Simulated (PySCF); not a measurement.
## Shapes and spin states of MoS₂

These are results of PBE0 in PySCF with Mo def2-TZVP with ECP28, S def2-TZVP; scalar-relativistic core potentials, no spin–orbit coupling; density-fitted integrals, not measurements.

Relaxations began from a few typed shapes and spin states; open shells are unrestricted. The search is not exhaustive: other isomers or separated fragments can lie lower, and high-lying points may rest on an excited occupation.

Question: Order these stationary points by electronic energy, lowest first, in kJ/mol from the lowest minimum.
A. triplet D∞h: Mo–S 2.167 Å (×2); S–Mo–S 180.0°
B. triplet C2v: Mo–S 2.099 Å (×2); S–Mo–S 114.0°
C. singlet (closed shell, unstable to spin polarisation) D∞h: Mo–S 2.160 Å (×2); S–Mo–S 180.0°
D. singlet (closed shell, unstable to spin polarisation) C2v: Mo–S 2.216 Å (×2), S–S 2.057 Å; Mo–S–S 62.4° (×2), S–Mo–S 55.3°
E. singlet (closed shell, unstable to spin polarisation) C2v: Mo–S 2.073 Å (×2); S–Mo–S 107.1°

Answer: B (0.0), E (76.7), A (103.2), C (207.5), D (280.3).

Question: Which of them are minima?

Answer: By energy in kJ/mol, 0.0: minimum; 76.7: minimum of the closed-shell surface only; 103.2: saddle point, 2 imaginary modes; 207.5: saddle point, 2 imaginary modes; 280.3: minimum of the closed-shell surface only.

Formally Mo is in oxidation state +4, d2, with 2 unpaired electrons (the high-spin count). The Mulliken spin on Mo is 2.35. The polar-tensor charge on Mo, 1.08, is far below the formal one.

For the lowest minimum: with open d or f shells other occupations or spin states may lie lower.
